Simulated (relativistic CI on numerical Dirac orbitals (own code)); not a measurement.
# Calculated levels, Bi58+

Method of calculation: Dirac-Coulomb-Breit CI, orbitals from a KLI potential per configuration, model QED, unscaled Slater integrals (own radial code, finite nucleus).

Configuration list (outside the closed core [Ne]): 3s²3p⁶3d⁷, 3s²3p⁵3d⁸, 3s²3p⁴3d⁹, 3s3p⁶3d⁸, 3p⁶3d⁹, 3s3p⁵3d⁹, 3s²3p⁶3d⁶4s, 3s²3p⁶3d⁶4p, 3s²3p⁴3d⁸4s, 3s²3p⁶3d⁶4d, 3s²3p⁴3d⁸4p, 3s²3p⁵3d⁷4s, 3s²3p⁶3d⁶4f, 3s²3p⁵3d⁷4p, 3s²3p⁶3d⁵4s², 3s3p⁶3d⁷4s. Levels of other configurations are missing.

The lowest level is 3s²3p⁶3d⁷ ⁴F9/2, with 55 % of that term; Hund's rules for 3s²3p⁶3d⁷ give ⁴F with J = 9/2, in agreement.

```
No.  Configuration  Term     J   E (Ry)    %  Next component (%)  Lifetime (s)
  1      3s²3p⁶3d⁷    ⁴F   9/2   0.0000   55               38 ²G              
  2      3s²3p⁶3d⁷    ²P   3/2   1.1107   49               29 ²D              
  3      3s²3p⁶3d⁷    ²D   5/2   1.7660   52               22 ⁴P      3.20e-02
  4      3s²3p⁶3d⁷    ⁴F   7/2   8.5115   83               16 ²G      4.78e-08
  5      3s²3p⁶3d⁷    ⁴F   9/2   9.0579   39               37 ²H      8.63e-08
  6      3s²3p⁶3d⁷    ⁴P   3/2   9.3839   37               31 ²D      5.25e-08
  7      3s²3p⁶3d⁷    ⁴P   5/2   9.5904   56               22 ²D      9.25e-08
  8      3s²3p⁶3d⁷    ²P   1/2   9.6648   51               49 ⁴P      7.25e-08
  9      3s²3p⁶3d⁷    ²H  11/2   9.7753  100                          1.02e-06
 10      3s²3p⁶3d⁷    ²F   7/2  10.4314   59               38 ²G      4.19e-07
 11      3s²3p⁶3d⁷    ²F   5/2  10.7793   59               31 ²D      1.89e-07
 12      3s²3p⁶3d⁷    ²D   3/2  12.3895   89                6 ²P      1.42e-07
 13      3s²3p⁶3d⁷    ⁴F   5/2  17.6140   67               29 ²D      2.65e-08
 14      3s²3p⁶3d⁷    ⁴P   3/2  17.9950   38               36 ⁴F      3.21e-08
 15      3s²3p⁶3d⁷    ²H   9/2  18.3610   57               37 ²G      5.09e-08
 16      3s²3p⁶3d⁷    ⁴P   1/2  18.4697   51               49 ²P      4.22e-08
 17      3s²3p⁶3d⁷    ²G   7/2  18.5952   46               40 ²F      5.05e-08
 18      3s²3p⁶3d⁷    ²D   5/2  20.7736   66               23 ²F      4.15e-08
 19      3s²3p⁶3d⁷    ²D   3/2  27.2646   50               27 ⁴F      2.03e-08
 20      3s²3p⁵3d⁸   ⁴G°  11/2  37.9196   89              11 ²H°      5.71e-12
 21      3s²3p⁵3d⁸   ²D°   5/2  38.9405   56              18 ²F°      1.54e-12
 22      3s²3p⁵3d⁸   ²F°   7/2  39.0526   54              38 ⁴D°      2.74e-12
 23      3s²3p⁵3d⁸   ⁴F°   9/2  39.5761   57              36 ²G°      5.81e-13
 24      3s²3p⁵3d⁸   ²P°   1/2  40.6209   52              31 ²S°      4.72e-13
 25      3s²3p⁵3d⁸   ⁴D°   7/2  41.7972   45              39 ²F°      2.71e-13
 26      3s²3p⁵3d⁸   ²P°   3/2  41.8656   57              16 ⁴D°      1.07e-12
 27      3s²3p⁵3d⁸   ²D°   5/2  42.0254   56              16 ²F°      4.98e-13
 28      3s²3p⁵3d⁸   ²P°   3/2  42.7716   43              26 ²D°      2.97e-13
 29      3s²3p⁵3d⁸   ⁴G°   9/2  47.1385   65              23 ²G°      1.61e-12
 30      3s²3p⁵3d⁸   ⁴F°   7/2  47.6234   33              32 ⁴D°      1.11e-12
 31      3s²3p⁵3d⁸   ⁴P°   5/2  48.6110   50              22 ⁴D°      9.55e-13
 32      3s²3p⁵3d⁸   ⁴D°   5/2  48.6717   47              34 ²F°      6.79e-13
 33      3s²3p⁵3d⁸   ²D°   3/2  48.6760   47              35 ⁴D°      5.81e-13
 34      3s²3p⁵3d⁸   ²S°   1/2  48.7862   34              23 ²P°      5.52e-13
 35      3s²3p⁵3d⁸   ²H°  11/2  48.9367   89              11 ⁴G°      1.31e-12
 36      3s²3p⁵3d⁸   ²G°   7/2  49.2633   51              36 ²F°      6.28e-13
 37      3s²3p⁵3d⁸   ⁴D°   5/2  49.9505   38              29 ²D°      3.58e-13
 38      3s²3p⁵3d⁸   ²G°   7/2  50.3718   35              26 ²F°      2.95e-13
 39      3s²3p⁵3d⁸   ⁴S°   3/2  50.4618   42              21 ²P°      3.16e-13
 40      3s²3p⁵3d⁸   ²G°   9/2  50.5793   62              19 ²H°      3.25e-13
 41      3s²3p⁵3d⁸   ²D°   3/2  51.4168   54              15 ⁴P°      3.98e-13
 42      3s²3p⁵3d⁸   ²F°   5/2  51.6762   75              16 ²D°      4.24e-13
 43      3s²3p⁵3d⁸   ²P°   1/2  51.6854   61              30 ⁴D°      4.90e-13
 44      3s²3p⁵3d⁸   ⁴D°   3/2  57.4835   30              26 ⁴F°      4.73e-13
 45      3s²3p⁵3d⁸   ²G°   7/2  58.2055   37              29 ⁴G°      4.69e-13
```

Energies count from the lowest computed level; ° marks odd parity; lifetimes are radiative, by E1, M1, E2, M2 decay to levels of this space only; some are left blank where a channel outside the calculation adds to the decay or the decay crosses a small, uncertain gap.

The mean weight of the leading LS term, summed over parents, in these 45 levels is 55 %, and that of the leading jj configuration (from the same eigenvectors) 99 %, so jj coupling describes them better and the LS labels are nominal.

At this charge energies of transitions that change n are usually good to better than 1 %, and those within a shell (Δn = 0) to a few per cent.

LS names give the leading component of a level, which can be under half, so a name can repeat, a term be missing and a line seem to break the LS rules.
